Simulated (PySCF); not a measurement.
Constitutional and geometric isomers with formula C2H3NO. All species are isolated molecules in the gas phase. One relaxed conformer stands for each flexible species; it need not be the lowest. Strings in code marks are SMILES.

All values below come from B3LYP-D3(BJ)/def2-TZVP (PySCF 2.14.0). B3LYP has the VWN-RPA correlation part, as in Gaussian. 

```json
[
 {"species": "`[H]/N=C1/CO1`", "HOMO (eV)": "(withheld)", "HOMO–LUMO gap (eV)": "8.10"},
 {"species": "`N=C=CO`", "HOMO (eV)": "-5.99", "HOMO–LUMO gap (eV)": "(withheld)"},
 {"species": "`C(#N)OC`", "HOMO (eV)": "-8.30", "HOMO–LUMO gap (eV)": "8.41"},
 {"species": "`C=NC=O` (C–N–C–O torsion 67°)", "HOMO (eV)": "-7.52", "HOMO–LUMO gap (eV)": "5.67"}
]
```

**Question.** What belongs in the gaps?

**Answer.** 
- `[H]/N=C1/CO1`, HOMO (eV): -7.95
- `N=C=CO`, HOMO–LUMO gap (eV): 4.83
